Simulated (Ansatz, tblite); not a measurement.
Removing and adding an electron: FeMe2 (C₂H₆Fe). Charge 0, multiplicity 5. Geometry: PBE0-D4/def2-TZVP. Ansatz, gas phase; energy differences of separate SCF runs; the oxidised species is a sextet (the quartet lies 1.47 eV higher at PBE0-D4/def2-TZVP); the reduced species is a quartet (the sextet lies 1.64 eV higher at PBE0-D4/def2-TZVPD).

```xyz
9

Fe   -0.089   -0.061    0.038
C     0.859   -0.140    1.829
H     1.942   -0.014    1.712
H     0.701   -1.096    2.340
H     0.517    0.648    2.510
C    -0.867    0.134   -1.825
H    -1.335    1.116   -1.968
H    -1.634   -0.620   -2.039
H    -0.095    0.032   -2.596
```

The xTB rows come from tblite. Correlated methods freeze 7 core orbitals; core or outer-core shells of Fe are correlated, in sets that lack core-valence functions. In CCSD on the charge 1 sextet the largest single amplitude is 0.35, so its Hartree–Fock determinant may place the open shell otherwise than the density functionals do. HOMO above LUMO, or a gap near zero within one spin, warns that the state may not be the lowest or that an electron is smeared out.

```tsv
level	−HOMO (eV)	vertical IE (eV)	−LUMO (eV)	vertical EA (eV)	HOMO–LUMO gap (eV)	IE − EA (eV)	remarks
PBE-D4/def2-TZVP	4.81	8.42	4.26	–	0.56	–	gap within one spin near zero (+1 sextet)
r2SCAN-D4/def2-TZVPD	5.03	–	3.77	1.05	1.25	–	HOMO above zero (-1 quartet)
PBE0-D4/def2-TZVP	6.67	8.65	2.60	–	4.07	–	–
PBE0-D4/def2-TZVPD	6.68	–	2.60	0.80	4.08	–	HOMO above zero (-1 quartet)
CCSD/def2-TZVP	–	8.86	–	–	–	–	large T1 (0.059) (+1 sextet)
```

(1) Estimate the rows for GFN1-xTB, GFN2-xTB, PBE-D4/def2-TZVPD, r2SCAN-D4/def2-TZVP, CCSD(T)/def2-TZVP.

## Answers

(1) 
```
              level  −HOMO (eV)  vertical IE (eV)  −LUMO (eV)  vertical EA (eV)  HOMO–LUMO gap (eV)  IE − EA (eV)                       remarks
           GFN1-xTB           –             14.94           –              7.39                   –          7.54                             –
           GFN2-xTB           –             12.17           –              5.32                   –          6.85                             –
  PBE-D4/def2-TZVPD        4.83                 –        4.27              1.27                0.56             –  HOMO above zero (-1 quartet)
r2SCAN-D4/def2-TZVP        5.03              8.46        3.77                 –                1.25             –                             –
  CCSD(T)/def2-TZVP           –              8.83           –                 –                   –             –  large T1 (0.059) (+1 sextet)
```

Run but left out: HF/def2-TZVP, MP2/def2-TZVP (charge +1 sextet: a determinant that CCSD turns far, T1 0.059).   A HOMO above zero means that the electron is unbound at that level or that self-interaction error raises the level; the energy of removing that electron tells which. HOMO and LUMO are the levels of the spin that leaves or enters (xTB has no such levels and no spin-polarisation term). Other spin states of the ions may lie lower, which would lower the ionisation energy or raise the affinity. Raw xTB energy differences between charge states are shifted by several eV; the methods need an empirical correction for them.
